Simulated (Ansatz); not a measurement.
## Two structures, one formula

The two ends of one reaction step of CH$_{9}$AsSi, singlet (PBE0-D4/def2-TZVP).

A:

```
12
angstrom
Si -0.7226 -0.1724 -0.5746
H 3.1006 -0.6395 -0.3089
H 0.0255 -0.7732 -1.7131
H -2.1671 -0.1523 -0.9331
C -0.4527 -1.1683 0.9868
H 2.8577 0.0588 -0.2024
As 0.1354 2.0140 -0.2677
H -0.8029 -2.1947 0.8538
H -0.9985 -0.7298 1.8254
H 0.6073 -1.1994 1.2479
H -1.0388 2.4224 0.6118
H -0.5438 2.5343 -1.5260
```

B:

```json
{"atom": "Si1", "x (Å)": "-0.1605", "y (Å)": "-1.2704", "z (Å)": "-0.8289"}
{"atom": "H2", "x (Å)": "1.0718", "y (Å)": "-0.4680", "z (Å)": "-1.0687"}
{"atom": "H3", "x (Å)": "-0.0377", "y (Å)": "-2.5363", "z (Å)": "-1.6033"}
{"atom": "H4", "x (Å)": "-1.3181", "y (Å)": "-0.5070", "z (Å)": "-1.3691"}
{"atom": "C5", "x (Å)": "-0.3815", "y (Å)": "-1.6259", "z (Å)": "0.9926"}
{"atom": "H6", "x (Å)": "1.7469", "y (Å)": "2.5215", "z (Å)": "0.1296"}
{"atom": "As7", "x (Å)": "0.2364", "y (Å)": "2.4201", "z (Å)": "0.2687"}
{"atom": "H8", "x (Å)": "-1.2803", "y (Å)": "-2.2223", "z (Å)": "1.1642"}
{"atom": "H9", "x (Å)": "-0.4754", "y (Å)": "-0.6932", "z (Å)": "1.5526"}
{"atom": "H10", "x (Å)": "0.4739", "y (Å)": "-2.1791", "z (Å)": "1.3868"}
{"atom": "H11", "x (Å)": "0.1039", "y (Å)": "3.9013", "z (Å)": "0.5921"}
{"atom": "H12", "x (Å)": "0.0206", "y (Å)": "2.6591", "z (Å)": "-1.2166"}
```

Computed with Ansatz 0.2.0 (basis: def2-TZVPP); correlated methods freeze the cores. Filled d shells of the heavier atoms are correlated. The def2 sets are not built for correlating such inner shells, so the correlated values are less sure here. B3LYP uses VWN-RPA correlation.

Which structure is lower at CCSD(T), and by how much? (An estimate is asked for; the value comes from the calculation.)

By the calculation: A, by 0.69 kcal/mol (electronic energy, against the other); a gap this small isn't resolved in one triple-zeta basis. By their contacts, A is a complex of CH₇AsSi ([CH3][SiH2][AsH2]) + H₂ and B is a complex of CH₆Si ([CH3][SiH3]) + AsH₃.

Do the other methods give the same order? (Judge from chemistry; the calculation decides.)

By the calculation: Not all: B97M-V, BHLYP-D4, CAM-B3LYP-D4, RPA on PBE, HF, CCSD give the other order.

```json
{"method": "SPW92", "E(B) − E(A) (kcal/mol)": "1.67"}
{"method": "PBE-D4", "E(B) − E(A) (kcal/mol)": "3.17"}
{"method": "BLYP-D4", "E(B) − E(A) (kcal/mol)": "1.52"}
{"method": "r2SCAN-D4", "E(B) − E(A) (kcal/mol)": "2.33"}
{"method": "B97M-V", "E(B) − E(A) (kcal/mol)": "-0.53"}
{"method": "PBE0-D4", "E(B) − E(A) (kcal/mol)": "2.35"}
{"method": "B3LYP-D4", "E(B) − E(A) (kcal/mol)": "0.81"}
{"method": "r2SCAN0-D4", "E(B) − E(A) (kcal/mol)": "1.86"}
{"method": "BHLYP-D4", "E(B) − E(A) (kcal/mol)": "-0.29"}
{"method": "CAM-B3LYP-D4", "E(B) − E(A) (kcal/mol)": "-0.73"}
{"method": "wB97X-V", "E(B) − E(A) (kcal/mol)": "0.46"}
{"method": "wB97M-V", "E(B) − E(A) (kcal/mol)": "0.71"}
{"method": "B2PLYP", "E(B) − E(A) (kcal/mol)": "0.45"}
{"method": "PBE-QIDH", "E(B) − E(A) (kcal/mol)": "1.86"}
{"method": "RPA on PBE", "E(B) − E(A) (kcal/mol)": "-0.28"}
{"method": "HF", "E(B) − E(A) (kcal/mol)": "-3.84"}
{"method": "MP2", "E(B) − E(A) (kcal/mol)": "2.53"}
{"method": "CCSD", "E(B) − E(A) (kcal/mol)": "-0.32"}
{"method": "CCSD(T)", "E(B) − E(A) (kcal/mol)": "0.69"}
```

No T1 diagnostic of these runs exceeds 0.011.

Labels in which every atom is bracketed show which atoms are joined, not bond orders.

For scale, one of the runs: CCSD(T)/def2-TZVPP, 247 basis functions (an equivalent command: `ansatz run in.yaml --threads 4`). Hardware: 4 CPU threads, shared host. Wall time 2.5 min; peak host memory 4.9 GiB.
